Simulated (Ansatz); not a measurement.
Ansatz (a first-principles code) input (BHLYP/def2-TZVPD):

Ansatz 0.2 input:
```yaml
crystal:
  periodic: [false, false, false]
  atoms:
    - {symbol: N, position_ang: [-1.08372836, 0.34847019, 0.21841752]}
    - {symbol: C, position_ang: [0.04922519, -0.30284415, 0.14440779]}
    - {symbol: O, position_ang: [1.12873348, -0.05183555, -0.39476997]}
    - {symbol: H, position_ang: [-1.73912049, -0.20754205, 0.76279038]}
basis:
  gaussian:
    orbitals: def2-TZVPD
hamiltonian:
  xc: {name: BHLYP}
total_charge: -1
magnetization: {spin_polarized: true, initial_magnetization: 1}
output: {forces: true}
```

End of the output:

```
integrals: 0.03 GiB planned
680 factors; their error is unknown
mean field: 0.41 GiB planned
mean field evaluation 1: about -4587.4074 eV, gradient 1.8e1 eV
mean field evaluation 2: about -4586.4762 eV, gradient 2.4e1 eV
mean field evaluation 4: about -4588.8098 eV, gradient 2.4e0 eV
mean field evaluation 8: about -4588.8372 eV, gradient 9.4e-2 eV
mean field evaluation 16: about -4588.8738 eV, gradient 3.4e-3 eV
mean field -4588.87376585 eV, -168.6380004447 hartree, gradient 5.3e-5 eV, S^2 0.756818; 0 other end points of the search recorded, 0 dependent functions left out
the calculation of the forces begins
reference -4588.87390708 eV, -168.6380056346 hartree; 12, 11 occupied and 111, 112 virtual orbitals, 680 factors
Total energy: -4588.87390708 eV, -168.6380056346 hartree
Atom 0 at    -1.083728     0.348470     0.218418 Å, force     0.451864    -0.840477     0.282730 eV/Å
Atom 1 at     0.049225    -0.302844     0.144408 Å, force     0.330229     0.942117    -0.630228 eV/Å
Atom 2 at     1.128733    -0.051836    -0.394770 Å, force    -1.076390    -0.377222     0.605875 eV/Å
Atom 3 at    -1.739120    -0.207542     0.762790 Å, force     0.294298     0.275582    -0.258377 eV/Å
Dipole moment:    -0.163011    -0.178852     0.157207 e Å
```
